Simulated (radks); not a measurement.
The numbers below are computed, except where a source is named.
Question: Species: Ti+. Configuration: [Ar] 3d2 4s1. Level of theory: Dirac Kohn-Sham, PBEsol, spin-unpolarised, spherical densities, point nucleus; open shells fill j = l - 1/2 first (a radial shooting solver on a logarithmic mesh with Libxc functionals).

Spin-orbit splittings of the eigenvalues, e(l+1/2) - e(l-1/2), with zeta = 2 splitting/(2l+1) and mean radii in bohr:

| shell | occ. | splitting (eV) | zeta (eV) | <r> j=l-1/2 | <r> j=l+1/2 |
|---|---|---|---|---|---|
| 2p | 6 | 5.763 | 3.842 | 0.2883 | 0.2909 |
| 3p | 6 | 0.6585 | 0.4390 | 1.081 | 1.089 |
| 3d | 2 | ? | ? | 1.517 | 1.521 |

Estimate the 3d splitting.

Answer: 0.04865 eV (zeta = 0.01946 eV).
